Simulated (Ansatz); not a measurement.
Computed with Ansatz on PBE0-D4/def2-TZVP structures; ΔE is electronic, products minus reactants. CBS: MP2 limit from def2 TZ/QZ plus the TZ coupled-cluster correction, frozen cores. This one scheme is used for every species. Functionals use def2-TZVPP. For Ga outer-core shells are correlated without core-valence functions, which leaves a few kJ/mol of doubt a bond. Scalar relativity is left out up to krypton. Each species was taken in one conformer, which may not be the lowest.

Reaction (cleavage of the P–Al bond): `[F][AlH][PH2]` + `[PH2][GaH2]` → `P[PH][GaH2]` + `[F][AlH2]`

```tsv
level	ΔE (kJ/mol)
r2SCAN0-D4	47.6
MP2/CBS(def2)	37.9
```

Q: What does CCSD(T)/CBS give? (Estimate.)

A: Ansatz gave: +45.1 kJ/mol. The listed levels differ from it by 2.5, -7.2 kJ/mol.

Q: What do rigid-rotor, harmonic-oscillator terms from PBE0-D4/def2-TZVP frequencies (298.15 K, 1 bar) make of the CCSD(T)/CBS value? (An estimate is asked.)

A: Ansatz gave: ΔZPE = -0.4 kJ/mol, ΔH = +43.8 kJ/mol, ΔS = -21 J/(mol·K), ΔG = +50.0 kJ/mol.

Largest T1 diagnostic among the species: 0.014.

At CCSD(T), def2-SVP lies +13.2 kJ/mol from the extrapolated value and def2-TZVPP +5.0 kJ/mol. In def2-TZVPP, CCSD(T) changes the Hartree–Fock value by −18.3 kJ/mol (the triples alone add −4.9 kJ/mol) and MP2 by −25.6 kJ/mol. The D4 term adds −9.3 kJ/mol with B3LYP and −4.7 kJ/mol with PBE0; it sums over pairs of atoms, weighted by their polarisabilities, and B3LYP, whose exchange is more repulsive, gets the larger term.

B3LYP here is the variant with VWN-RPA as its local correlation; programs differ in this.
